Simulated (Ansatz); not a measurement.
`N[SiH2]C(O)F` + H₂Se → `N[SiH2][SeH]` + `OCF`  (ligand exchange at the Si–C bond)

Computed with Ansatz on PBE0-D4/def2-TZVP structures; ΔE is electronic, products minus reactants. CCSD(T)/CBS adds triple-zeta CCSD(T) − MP2 to the extrapolated MP2 energy (def2 sets, frozen cores). DFT in def2-TZVPP. B3LYP here is the variant with VWN-RPA as its local correlation; programs differ in this. For Se outer-core shells are correlated without core-valence functions, which leaves a few kJ/mol of doubt a bond. Scalar relativity is left out up to krypton. Each species was taken in one conformer, which may not be the lowest.

`N[SiH2]C(O)F`:

```xyz
11

N     0.809    1.121    0.686
Si   -0.670    0.645   -0.076
C    -0.379   -1.207   -0.441
O     0.911   -1.404   -0.869
F    -0.596   -1.899    0.766
H     0.945    0.925    1.666
H     1.222    2.007    0.443
H    -0.773    1.415   -1.342
H    -1.894    0.826    0.748
H    -1.045   -1.668   -1.175
H     1.470   -0.761   -0.406
```

H₂Se:

```xyz
3

Se   -0.251   -0.122    0.625
H    -0.335   -0.811   -0.668
H     0.586    0.932    0.043
```

`N[SiH2][SeH]`:

Cartesian coordinates in Å:
```
N 1.276 0.207 0.413
Si -0.167 -0.630 0.032
Se -1.631 0.366 -1.424
H 1.914 0.477 -0.320
H 1.267 0.892 1.151
H -0.853 -0.875 1.322
H 0.158 -1.887 -0.683
H -1.965 1.449 -0.490
```

`OCF`:

Cartesian coordinates in Å:
```
O 0.969 0.166 -0.452
C -0.327 0.113 -0.010
F -0.387 0.221 1.365
H 1.423 -0.644 -0.202
H -0.827 -0.828 -0.266
H -0.851 0.971 -0.435
```

**Question.** Is it downhill or uphill in electronic energy at CCSD(T)/CBS, and by how much? (Estimate.)

**Answer.** The calculation gave: Downhill: ΔE = -0.93 eV.

**Question.** What do these levels give: r2SCAN-D4, B3LYP-D4, ωB97M-V, r2SCAN, PBE0, MP2/def2-QZVPP? (Estimate.)

**Answer.** Computed: r2SCAN-D4 -0.89, B3LYP-D4 -0.87, ωB97M-V -0.86, r2SCAN -0.90, PBE0 -0.94, MP2/def2-QZVPP -0.99 eV.

Largest T1 diagnostic among the species: 0.012.

In def2-TZVPP, CCSD(T) changes the Hartree–Fock value by +0.17 eV (the triples alone add +0.02 eV) and MP2 by +0.10 eV. From PBE to PBE0 (25 % exact exchange), in def2-TZVPP and without D4, ΔE moves by −0.07 eV.
